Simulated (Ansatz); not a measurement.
Stepwise reaction of `C[CH2][Mg][CH2]C` with hydrogen chloride, as a gas-phase model of exchange steps in deposition or etching. ΔE in kJ/mol.

Computed with Ansatz on PBE0-D4/def2-TZVP structures; ΔE is electronic, products minus reactants. CCSD(T)/CBS adds triple-zeta CCSD(T) − MP2 to the extrapolated MP2 energy (def2 sets, frozen cores). This one scheme is used for every species. Functionals use def2-TZVPP. B3LYP here is the variant with VWN-RPA as its local correlation; programs differ in this. For Mg outer-core shells are correlated without core-valence functions, which leaves a few kJ/mol of doubt a bond. One conformer a species, not always the lowest.

```csv
step,reaction,PBE-D4,B3LYP-D4,ωB97M-V,CCSD(T)/CBS
1,`C[CH2][Mg][CH2]C` + HCl → `C[CH2][Mg][Cl]` + `CC`,-236.5,-248.5,-247.2,-243.1
2,`C[CH2][Mg][Cl]` + HCl → `[Cl][Mg][Cl]` + `CC`,-213.8,-226.0,-225.4,-223.6
```

**Question.** By hand: ΔE of the 2 steps together at CCSD(T)/CBS.

**Answer.** (-243.1) + (-223.6) = -466.7 kJ/mol, or -233.3 kJ/mol a step.

In ΔE each step is higher than the one before. All are downhill at CCSD(T)/CBS. PBE-D4 differs from CCSD(T)/CBS by 6.6 to 9.8 kJ/mol a step. Isolated molecules leave out the surface, adducts and barriers. Largest T1 diagnostic: 0.009.
